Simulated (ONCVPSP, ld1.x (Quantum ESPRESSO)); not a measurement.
Potentials for Cd (Z = 48) compared

Generated with ld1.x 7.5 (TM, RRKJ, ultrasoft, PAW), atompaw 4.2 or ONCVPSP 4.0.1. The cutoff is in Ry: for ld1.x and atompaw files where the sum of valence levels is converged to 10 mRy in a Bessel basis, for ONCV files where the hardest occupied wave has 1 mHa per electron of residual kinetic energy. The error is the largest all-electron minus pseudo excitation energy over each file’s own four to seven test configurations (ionisations up to +4, promotions, holes and added fractions of an electron), all of which were solved. The labels leave out finer settings (local radius, basis sizes, second energies), which also bear on the numbers. Spin-polarised tests are not counted. The rows are a selection from randomly drawn settings: files with unsolved tests, undetermined cutoffs or missed reference levels are left out.

A true bound ghost makes a file unfit for plane-wave use even where its test errors are small: the radial tests pick states by their node count and pass the ghost by.

```tsv
potential	cutoff (Ry)	largest error (meV)	bound ghosts
TM, PBE, scalar-relativistic, rc 1.80/0.95/1.65 (spd), local smoothed, core correction yes, reference 4p6 4d10 5s2 5p0	160	+286	s
ONCV, PBE, scalar-relativistic, rc 1.45/1.55/1.25 (spd), local smoothed, core correction no, reference 4s2 4p6 4d10 5s2, qcut 8/8.1/6.8, projectors 2/2/2	154	-16	none
ONCV, PBE, fully relativistic, rc 1.40/1.15/1.40/1.45 (spdf), local smoothed, core correction no, reference 4s2 4p6 4d10 5s2, qcut 8.3/12.1/11.9/8.6, projectors 2/2/2/2	116	+9.6	none
ONCV, PBEsol, fully relativistic, rc 1.20/1.00/1.45 (spd), local smoothed, core correction no, reference 4s2 4p6 4d10 5s2, qcut 9.7/7.1/10.7, projectors 2/3/3	294	+3.3	s
ONCV, revPBE, scalar-relativistic, rc 1.95/1.40/1.25 (spd), local d, core correction no, reference 4p6 4d10 5s2, qcut 2.6/8.5/8.3, projectors 2/2/0	67	+35	s
TM, PBE, scalar-relativistic, rc 2.50/2.80/1.75 (spd), local d, core correction no, reference 4d10 5s1.5 5p0	70	-107	s, p
```

Task: Fill in the row for Cd: ONCV, PBE, scalar-relativistic, rc 1.65/1.10/1.80 (spd), local smoothed, core correction yes, reference 4s2 4p6 4d10 5s1, qcut 6.4/8.7/7.7, projectors 3/2/2.

Result: cutoff 71 Ry, largest error -5.8 meV, bound ghosts: none.
